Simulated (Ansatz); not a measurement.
Z-matrix (Å, degrees):
```
C
O 1 1.2698
H 2 0.9854 1 113.62
H 1 1.0961 2 109.34 3 179.99
Al 1 2.1093 4 130.09 2 180.00
H 5 1.5539 1 117.16 4 0.01
H 5 1.5685 6 141.50 1 -179.99
```
Charge +1, spin multiplicity 1.

The numbers are results of Ansatz (a first-principles code) with frozen-core CCSD(T)/cc-pVTZ // TPSSh-D3(BJ)/def2-TZVP, not measurements.

```yaml
HF energy: -356.72485 Ha
MP2 correlation energy: -0.45257 Ha
```

Q: Estimate the CCSD correlation energy, the (T) correction, the total energy and the T1 diagnostic.

A: 
```json
{
 "CCSD correlation energy": "-0.48298 Ha",
 "(T) correction": "-0.01775 Ha",
 "CCSD(T) total energy": "-357.22558 Ha",
 "T1 diagnostic": "0.018"
}
```
